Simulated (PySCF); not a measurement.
**Shapes and spin states of FCoN**

All numbers come from PBE0/[Co def2-TZVP, N def2-TZVP, F def2-TZVP], no relativity, density fitting, PySCF.

Relaxations began from a few typed shapes and spin states; open shells are unrestricted. The search is not exhaustive: other isomers or separated fragments can lie lower, and high-lying points may rest on an excited occupation.

```tsv
spin	group	bonds	angles	imaginary modes (cm⁻¹)	ΔE (kJ/mol)	ΔE with ZPE (kJ/mol)
broken-symmetry Ms = 1/2 (⟨S²⟩ 2.43)	C∞v	Co–F 1.746 Å, Co–N 1.766 Å	F–Co–N 180.0°	none	0.0	0.0
quartet (⟨S²⟩ 4.21)	Cs	Co–F 1.757 Å, Co–N 1.629 Å	F–Co–N 149.7°	none	37.9	37.3
quartet (⟨S²⟩ 4.29)	C∞v	Co–F 1.766 Å, Co–N 1.660 Å	F–Co–N 180.0°	67i	39.3	–
broken-symmetry Ms = 1/2 (⟨S²⟩ 2.07)	C∞v	Co–F 1.745 Å, Co–N 1.634 Å	F–Co–N 180.0°	none	43.7	43.4
sextet	Cs	Co–F 1.766 Å, Co–N 1.859 Å	F–Co–N 153.4°	none	51.3	50.1
sextet	C∞v	Co–F 1.754 Å, Co–N 1.745 Å	F–Co–N 180.0°	156i, 156i	79.5	–
```

The lowest minimum found is the broken-symmetry Ms = 1/2 (⟨S²⟩ 2.43) C∞v: Co–F 1.746 Å, Co–N 1.766 Å; F–Co–N 180.0°.

For the lowest minimum: the determinant is spin-contaminated (⟨S²⟩ = 2.43, pure value 0.75). With open d or f shells other occupations or spin states may lie lower.

The electron or spin density has lower symmetry than the nuclear frame for the quartet (⟨S²⟩ 4.29) C∞v at 39.3 kJ/mol, broken-symmetry Ms = 1/2 (⟨S²⟩ 2.07) C∞v at 43.7 kJ/mol, sextet C∞v at 79.5 kJ/mol.
